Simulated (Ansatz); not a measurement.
Consider the ligand exchange at the Si–O bond: `CO[SiH](N)N` + `O[SiH3]` → `N[SiH](N)O[SiH3]` + CH₃OH.

Program: Ansatz. Geometries: PBE0-D4/def2-TZVP. ΔE: electronic, gas phase. CBS: MP2 limit from def2 TZ/QZ plus the TZ coupled-cluster correction, frozen cores. This one scheme is used for every species. DFT in def2-TZVPP. Each species was taken in one conformer, which may not be the lowest.

`CO[SiH](N)N`:

```xyz
13

C    -1.802    0.096    0.677
O    -0.687   -0.744    0.850
Si    0.740   -0.547    0.059
N     1.348    0.989    0.511
N     0.723   -0.526   -1.647
H    -1.552    1.147    0.857
H    -2.213    0.008   -0.335
H    -2.574   -0.206    1.388
H     1.497   -1.755    0.463
H     1.301    1.286    1.472
H     2.162    1.362    0.051
H     0.384    0.267   -2.165
H     0.674   -1.378   -2.180
```

`O[SiH3]`:

```xyz
6

O     0.807   -0.585   -0.806
Si   -0.338    0.179    0.100
H     1.627   -0.830   -0.376
H    -0.785   -0.663    1.244
H    -1.476    0.432   -0.813
H     0.166    1.468    0.650
```

`N[SiH](N)O[SiH3]`:

Z-matrix (Å, degrees):
```
Si
N 1 1.701
O 1 1.643 2 117.5
N 1 1.709 2 106.0 3 117.4
H 1 1.482 2 105.9 3 -116.0
H 2 1.007 1 121.7 3 -69.2
H 2 1.006 1 121.1 3 83.6
Si 3 1.633 1 139.6 2 65.1
H 4 1.007 1 120.5 2 -165.2
H 4 1.007 1 120.1 2 48.4
H 8 1.488 3 110.6 1 80.3
H 8 1.488 3 111.1 1 -40.3
H 8 1.484 3 108.5 1 -160.3
```

CH₃OH:

```xyz
6

C     0.347   -0.079   -0.012
O    -0.824    0.659   -0.273
H     1.170    0.444   -0.499
H     0.300   -1.096   -0.421
H     0.571   -0.143    1.060
H    -1.564    0.215    0.145
```

```tsv
level	ΔE (kcal/mol)	difference from CCSD(T)/CBS
r2SCAN-D4	-4.5	0.4
ωB97X-V	-4.4	0.5
ωB97M-V	-4.4	0.5
PBE	-3.8	1.1
PBE0	-4.4	0.5
MP2/def2-TZVPP	-4.4	0.5
CCSD/def2-TZVPP	-4.9	0.0
MP2/def2-QZVPP	-4.6	0.3
HF/CBS(def2)	-6.1	-1.2
CCSD/CBS(def2)	-5.1	-0.2
CCSD(T)/CBS	-4.9	0
```

Largest T1 diagnostic among the species: 0.011.

In def2-TZVPP, CCSD(T) changes the Hartree–Fock value by +1.1 kcal/mol (the triples alone add +0.2 kcal/mol) and MP2 by +1.4 kcal/mol.
